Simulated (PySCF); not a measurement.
From one molecule to another.

First species: C3H6N2.
SMILES: `C=N/N=C\C`

Second species: C4H7N3S.
InChI=1S/C4H7N3S/c1-7-4(8-2)3-5-6-7/h3H,1-2H3

Levels: CAM-B3LYP/def2-SVPD for dipole moment, HOMO energy, LUMO energy, HOMO–LUMO gap, static isotropic polarisability and electronic spatial extent ⟨r²⟩ about the centre of nuclear charge; TDDFT CAM-B3LYP/def2-SVPD for lowest singlet excitation; TDA CAM-B3LYP/def2-SVPD for lowest triplet excitation (Tamm–Dancoff); GFN2-xTB for rotational constant A and rotational constant C. Geometries: GFN2-xTB. Each structure is a single optimised conformer of the isolated species, non-relativistic unless stated; the electronic structure was computed with PySCF and density fitting.

Dipoles, sizes and rotational constants follow the conformer. The torsions of the flexible species, by atom-mapped SMILES:
- `[CH2:1]=[N:2]/[N:3]=[CH:4]\[CH3:5]`: C1–N2–N3–C4 -101°
- `[CH3:1][S:2][c:3]1[cH:4][n:5][n:6][n:7]1[CH3:8]`: C1–S2–C3–C4 0°

Values for the first species:

```
Dipole moment                                                     : 2.05 D
HOMO energy                                                       : -8.20 eV
LUMO energy                                                       : 0.79 eV
HOMO–LUMO gap                                                     : 8.99 eV
Lowest singlet excitation                                         : 4.88 eV
Lowest triplet excitation (Tamm–Dancoff)                          : 3.88 eV
Static isotropic polarisability                                   : 57.6 au
Electronic spatial extent ⟨r²⟩ about the centre of nuclear charge : 458 bohr²
Rotational constant A                                             : 13.338 GHz
Rotational constant C                                             : 2.894 GHz
```

Problem. Estimate the same properties for the second species, and the change in each.

Solution. 
| property | first | second | second less first |
| --- | --- | --- | --- |
| dipole moment | 2.05 D | 4.51 D | +2.46 D |
| HOMO energy | -8.20 eV | -7.77 eV | +0.43 eV |
| LUMO energy | 0.79 eV | 0.79 eV | 0.00 eV |
| HOMO–LUMO gap | 8.99 eV | 8.56 eV | -0.43 eV |
| lowest singlet excitation | 4.88 eV | 5.30 eV | +0.42 eV |
| lowest triplet excitation (Tamm–Dancoff) | 3.88 eV | 4.35 eV | +0.47 eV |
| static isotropic polarisability | 57.6 au | 87.3 au | +29.7 au |
| electronic spatial extent ⟨r²⟩ about the centre of nuclear charge | 458 bohr² | 1136 bohr² | +678 bohr² |
| rotational constant A | 13.338 GHz | 3.158 GHz | -10.180 GHz |
| rotational constant C | 2.894 GHz | 1.008 GHz | -1.886 GHz |

On the first: No computed singlet falls in the visible range (750 to 380 nm, 1.65 to 3.26 eV); S1 lies 1.62 eV above its blue end.

On the second: No computed singlet falls in the visible range (750 to 380 nm, 1.65 to 3.26 eV); S1 lies 2.04 eV above its blue end. S1 lies 3.26 eV below the HOMO–LUMO gap; its leading configuration is HOMO→LUMO, weight 0.70.
